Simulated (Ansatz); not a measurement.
Mulliken charges of `S=[CH][SbH2]` from r2SCAN/def2-TZVPP in Ansatz (PBE0-D4/def2-TZVP geometry).

```csv
atom,x (Å),y (Å),z (Å),charge (e)
S1,-1.227,-1.652,0.935,-0.153
C2,-0.077,-0.964,0.054,-0.188
Sb3,0.769,0.985,0.431,0.417
H4,0.397,-1.522,-0.758,0.101
H5,0.936,1.354,-1.231,-0.100
H6,-0.755,1.736,0.524,-0.077
```

Question: By hand: the dipole of these point charges (1 e Å = 4.8032 D).

Answer: Σ q r = (0.528, 0.422, 0.033) e Å, of length 0.677 e Å = 3.25 D.

Question: How does the dipole of the full density compare? (Best estimate.)

Answer: The calculation gave: (0.286, 0.189, -0.152) e Å, 1.80 D; the point charges give 1.81 times that, at 27° from its direction.

Point charges leave out the atoms' own dipoles, such as those of lone pairs, and Mulliken's split depends on the basis, so the two needn't agree.
